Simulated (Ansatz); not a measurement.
Born–Oppenheimer molecular dynamics of CH₃OSSi (7 atoms, charge -1, multiplicity 1). It starts at the highest image of a converged band. Of that band: Neighbouring images differ by up to 1.5 eV, so the band resolves the path poorly. A vibrational analysis at the climbing image gives one clearly imaginary mode, 1196i cm⁻¹: a first-order saddle point.

These are results of RKS PBE/def2-SVP in Ansatz, not measurements.

* ensemble: NVE (velocity Verlet)
* time step: 0.5 fs
* steps asked: 200
* starting velocities drawn for: 100 K
* seed: 10897

First frame:

```xyz
7
Properties=species:S:1:pos:R:3
O -1.089 0.689 -1.179
C -0.460 -0.382 -0.750
Si 0.487 0.400 0.793
S -0.565 -1.902 -1.458
H -0.548 1.428 -0.187
H 0.174 -0.377 2.084
H 2.001 0.144 0.697
```

(1) What does the run give?

(2) What happens to the structure?

(3) How do temperature and energy run in time?

Answers

(1) All steps were run.

```json
{
  "steps done": "200",
  "time covered": "100 fs",
  "mean temperature over the second half": "535 K",
  "spread of the potential energy over the second half": "15.5 meV per atom",
  "mean potential energy of the second half above the start": "-40.2 meV per atom"
}
```

The conserved energy stayed within 0.54 meV per atom of its start (net change 0.052 meV per atom), so the integration is sound. The system heated up, since it started high on the potential surface and ran downhill. A run of 0.1 ps of so small a system gives no equilibrium averages. The orbitals stay closed-shell, which can raise the energy where a bond breaks towards radicals; this wasn't checked here. Limits of this set-up: an anion without diffuse functions, the dipole of an ion depends on the origin.

(2) The step under study would form Si3–H5 and break O1–H5. These pairs go: Si3–H5 1.76 → 2.42 Å, O1–H5 1.35 → 1.07 Å. In the last frame they stand as before the step (other bonds may differ from the relaxed reactants and products). It ends as one piece, CH3OSSi (total charge -1). Pairs count as bonded within 1.25 times the sum of covalent radii (0.12 Å more for H–H). The details hang on the random start.

(3) 
```csv
time (fs),T (K),potential energy less start (eV),conserved less start (meV/atom)
0.0,100,0.000,0.00
5.0,95,0.003,0.02
10.0,322,-0.144,-0.05
15.0,454,-0.230,-0.20
20.0,385,-0.184,0.08
25.0,429,-0.211,0.20
30.0,360,-0.167,0.11
35.0,447,-0.222,0.23
40.0,359,-0.167,0.12
45.0,266,-0.105,0.30
50.0,240,-0.090,0.12
55.0,214,-0.072,0.31
60.0,237,-0.087,0.13
65.0,308,-0.132,0.35
70.0,366,-0.171,0.15
75.0,506,-0.260,0.28
80.0,474,-0.241,0.13
85.0,582,-0.310,0.17
90.0,636,-0.346,0.10
95.0,619,-0.336,-0.11
100.0,521,-0.272,0.05
```

The run took 5.9 min on 1 CPU thread of a shared host.
